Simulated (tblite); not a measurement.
C4H13ClOSi3.
Atom-mapped SMILES: `[CH2:1]=[C:2]([Cl:3])[SiH2:4][O:5][SiH2:6][SiH:7]([CH3:8])[CH3:9]` (hydrogens: H10, H11 on C1; H12, H13 on Si4; H14, H15 on Si6; H16 on Si7; H17, H18, H19 on C8; H20, H21, H22 on C9)

Computed geometry: GFN2-xTB, gas phase.

Give the optimised bond lengths and angles.

```json
{"bond": "C1=C2", "length (Å)": "1.322"}
{"bond": "C2–Cl3", "length (Å)": "1.738"}
{"bond": "C2–Si4", "length (Å)": "1.898"}
{"bond": "Si4–O5", "length (Å)": "1.605"}
{"bond": "O5–Si6", "length (Å)": "1.643"}
{"bond": "Si6–Si7", "length (Å)": "2.315"}
{"bond": "Si7–C8, Si7–C9", "length (Å)": "1.909"}
{"bond": "C1–H10", "length (Å)": "1.078"}
{"bond": "C1–H11", "length (Å)": "1.076"}
{"bond": "Si4–H12, Si4–H13", "length (Å)": "1.460"}
{"bond": "Si6–H14, Si6–H15", "length (Å)": "1.469"}
{"bond": "Si7–H16", "length (Å)": "1.480"}
{"bond": "C8–H17 and 5 like bonds", "length (Å)": "1.086"}
```

Bonds in one row agree within 0.01 Å and their mean is given. A selection of angles:
```json
{"angle": "C1–C2–Cl3", "degrees": "118.8"}
{"angle": "C1–C2–Si4", "degrees": "126.9"}
{"angle": "Cl3–C2–Si4", "degrees": "114.3"}
{"angle": "C2–Si4–O5", "degrees": "109.5"}
{"angle": "Si4–O5–Si6", "degrees": "155.4"}
{"angle": "O5–Si6–Si7", "degrees": "108.3"}
{"angle": "Si6–Si7–C8", "degrees": "110.8"}
{"angle": "Si6–Si7–C9", "degrees": "109.4"}
{"angle": "C8–Si7–C9", "degrees": "107.8"}
```

Dihedral angles: C1–C2–Si4–O5 136° (anticlinal); C2–Si4–O5–Si6 33° (synclinal); Si4–O5–Si6–Si7 58° (synclinal); O5–Si6–Si7–C8 66° (synclinal). The mirror-image conformer, all signs reversed, is as good.

The O–Si distances run from 1.605 Å (Si4–O5, drawn single) to 1.643 Å (O5–Si6, drawn single), a spread of 0.038 Å. Of the pairs four or more bonds apart, Cl3···Si6 is among the closest relative to their van der Waals radii: 3.76 Å, 98 % of the sum of Bondi's values. Si7 (SiH silicon) is distorted tetrahedral (angles from 106.2° to 115.5°). Si4 (oxygen-bound silicon) is distorted tetrahedral (angles from 106.4° to 115.0°). Si6 (oxygen-bound silicon) is distorted tetrahedral (angles from 100.4° to 117.3°).

Point group: C1 (no symmetry element, even within 0.4 Å). Its lowest GFN2-xTB frequency is 7i cm⁻¹, too small to tell a flat minimum from a shallow saddle. The numbers are those of one conformer.
